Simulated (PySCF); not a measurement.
RbCl, SMILES [Cl][Rb].

Coordinates come from a PBE0-D3(BJ)/def2-TZVPD optimisation. The def2 effective core potentials stand for the cores of Rb; spin–orbit coupling is left out.

Vertical ionisation energy (IE) and electron affinity (EA) in eV. Rows of orbital energies are one-electron estimates. Where ΔSCF, EOM or ADC give a negative EA the extra electron is unbound and the value depends on the basis.

```csv
level,IE,EA
"−ε(HOMO), −ε(LUMO), B3LYP/def2-TZVPD (PySCF)",5.65,1.64
"−ε(HOMO), −ε(LUMO), PBE0/def2-TZVPD (PySCF)",5.89,1.36
```
